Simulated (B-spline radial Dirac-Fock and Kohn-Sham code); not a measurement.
Relativistic shifts of the levels of Ta³⁺

System: Ta³⁺, configuration [Xe] 4f14 5d2.

Both columns are ΔSCF binding energies of the configuration average from a radial finite-basis atomic code: non-relativistic Hartree-Fock with a point nucleus, and Dirac-Fock with a finite nucleus and the Coulomb interaction alone, averaged over the two j levels with weights 2j+1.

```
shell  Hartree-Fock (eV)  Dirac-Fock (eV)  shift (eV)  shift (%)
   1s            62450.4          67781.4    +5330.99      +8.54
   2s            10355.6          11766.3    +1410.66     +13.62
   2p             9899.6          10367.5     +467.84      +4.73
   3s             2412.7           2760.1     +347.47     +14.40
   3p             2202.0           2332.2     +130.14      +5.91
   3d             1813.5           1797.9      -15.58      -0.86
   4s              526.2            610.9      +84.76     +16.11
   4p              437.7            467.7      +29.95      +6.84
   4d              277.5            273.6       -3.86      -1.39
   4f              68.83            60.54       -8.29     -12.05
   5s              99.64            113.0      +13.31     +13.36
   5p              71.53            74.76       +3.24      +4.53
   5d              35.07            33.98       -1.09      -3.11
```

Relativity binds 1s, 2s, 2p, 3s, 3p, 4s, 4p, 5s, 5p more strongly, among those listed most of all 4s in relative terms, and 3d, 4d, 4f, 5d more weakly, because the contracted s and p shells screen the nucleus better.

Values without a named source are computed, but for edge energies of neutral atoms, which are taken from tables.
